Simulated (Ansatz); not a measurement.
CH₇NSiSn, SMILES `[SiH3]/N=[CH]\[SnH3]`. Total charge 0; spin multiplicity 1. Sn: def2 effective core potential. The geometry is a stationary point of PBE0-D4/def2-TZVP.

```xyz
11

Si   -0.293   -0.061   -1.916
N    -1.311    0.479   -0.615
C    -1.045    0.487    0.614
Sn    0.786   -0.167    1.647
H     1.029   -0.556   -1.420
H    -0.996   -1.157   -2.626
H    -0.077    1.082   -2.836
H    -1.818    0.869    1.300
H     1.088   -1.826    1.391
H     2.140    0.746    1.152
H     0.499    0.105    3.311
```

Q: What is the dipole moment at ωB97M-V/def2-TZVPP? (An estimate is asked.)

A: The calculation gave: 0.88 D, with components (0.56, -0.17, 0.65) D in this frame, pointing from negative to positive charge.

Q: And with PBE, r2SCAN, B3LYP? (Best estimate.)

A: Ansatz gave: PBE 0.45 D, r2SCAN 0.56 D, B3LYP 0.68 D.

Q: Give the Mulliken charges with ωB97M-V, PBE, B3LYP in def2-TZVPP. (Best estimate.)

A: The calculation gave: 
| atom | ωB97M-V | PBE | B3LYP |
| --- | --- | --- | --- |
| Si1 | 0.29 | 0.32 | 0.39 |
| N2 | -0.28 | -0.20 | -0.25 |
| C3 | -0.17 | -0.17 | -0.20 |
| Sn4 | 0.38 | 0.44 | 0.53 |
| H5 | -0.05 | -0.07 | -0.09 |
| H6 | -0.02 | -0.05 | -0.06 |
| H7 | -0.02 | -0.05 | -0.06 |
| H8 | 0.12 | 0.09 | 0.11 |
| H9 | -0.08 | -0.10 | -0.12 |
| H10 | -0.08 | -0.10 | -0.12 |
| H11 | -0.09 | -0.12 | -0.13 |

B3LYP here is the variant with VWN-RPA as its local correlation; programs differ in this.
